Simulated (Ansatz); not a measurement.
Reactions of `C[SiH](F)[O][AlH2]`.

Calculated with Ansatz (gas phase, PBE0-D4/def2-TZVP geometries, no zero-point term in ΔE). CCSD(T)/CBS is the MP2 limit (def2-TZVPP, def2-QZVPP) plus CCSD(T) − MP2 in def2-TZVPP, frozen cores. This one scheme is used for every species, atoms too. Functionals use def2-TZVPP. B3LYP here is the variant with VWN-RPA as its local correlation; programs differ in this. No spin–orbit coupling; open shells (•) take unrestricted orbitals. Spin–orbit coupling would lower the free atoms: a little for Al, C, F, O, Si. def2 core potentials past Kr. Bonds to Te are less sure, by a few kJ/mol each and by 10 to 20 or more in all where they break to atoms, as the def2 sets lack core-valence functions. Each species was taken in one conformer, which may not be the lowest.

```csv
reaction,CCSD(T)/CBS(def2) (kJ/mol)
`C[SiH](F)[O][AlH2]` + `CB[TeH]` → `CB[Te][AlH2]` + `C[SiH](O)F`,?
`C[SiH](F)[O][AlH2]` + `N[PH][AlH2]` → `C[SiH](F)PN` + `[AlH2][O][AlH2]`,?
`C[SiH](F)[O][AlH2]` → `[O][AlH2]`• + `C[SiH]F`•,619
`C[SiH](F)[O][AlH2]` → Al• + C• + F• + 6 H• + O• + Si•,4088
`C[SiH](F)[O][AlH2]` + `N[SiH](O)O` → `C[SiH](F)N[SiH](O)O` + `[OH][AlH2]`,57
`C[SiH](F)[O][AlH2]` → `C[Si]F` + `[OH][AlH2]`,337
`C[SiH](F)[O][AlH2]` + `O[SiH2][SiH2]S` → `C[SiH](F)[SiH2]S` + `O[SiH2][O][AlH2]`,12
`C[SiH](F)[O][AlH2]` + H₂S → `C[SiH](F)S` + `[OH][AlH2]`,73
`C[SiH](F)[O][AlH2]` → `[CH3][Al]([OH])[SiH2]F`,?
`C[SiH](F)[O][AlH2]` + `NCS` → `NC[S][AlH2]` + `C[SiH](O)F`,49
```

Q: Fill in the missing values. (Best estimate.)

A: Ansatz gave: `C[SiH](F)[O][AlH2]` + `CB[TeH]` → `CB[Te][AlH2]` + `C[SiH](O)F`: +56.7 kJ/mol; `C[SiH](F)[O][AlH2]` + `N[PH][AlH2]` → `C[SiH](F)PN` + `[AlH2][O][AlH2]`: -6.8 kJ/mol; `C[SiH](F)[O][AlH2]` → `[CH3][Al]([OH])[SiH2]F`: +151.1 kJ/mol.

Largest T1 diagnostic: 0.018, for `[O][AlH2]`•.
